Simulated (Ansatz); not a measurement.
Molecule: C2H7Si (charge 0, doublet). It need not be the lowest isomer of its formula. 
Structure (B3LYP-D3(BJ)/def2-TZVP (Ansatz, an electronic-structure program) minimum search):
```xyz
10

C     -1.5047    -0.6675    -0.3072
C     -0.6468     0.5680     0.0106
Si     1.1911     0.1706     0.1835
H     -1.1975    -1.1339    -1.2450
H     -1.4218    -1.4213     0.4779
H     -2.5602    -0.3992    -0.3998
H     -0.7649     1.3213    -0.7731
H     -0.9876     1.0359     0.9381
H      1.7371    -0.3998    -1.0789
H      1.4285    -0.7952     1.2917
```
Charge 0, spin multiplicity 2.

Basis-set convergence of Hartree-Fock and MP2 correlation energies (hartree) with Ansatz. Correlated levels leave the core frozen unless marked. Open shells are spin-unrestricted. No spin-orbit coupling. Non-relativistic.

```tsv
basis	functions	E(HF)	E(corr, MP2)
aug-cc-pV(D+d)Z	141	-368.71471	-0.39591
aug-cc-pV(T+d)Z	308	-368.74750	-0.47358
aug-cc-pV(Q+d)Z	571	-368.75520	-0.49901
```

Extrapolating the two largest sets (X = 3 and 4) as X^-3: E(corr) = (64·(-0.49901) - 27·(-0.47358))/37 = -0.5176 Eh, an estimate of the basis-set limit. The largest set recovers 96.4 % of it, the smallest 76.5 %.
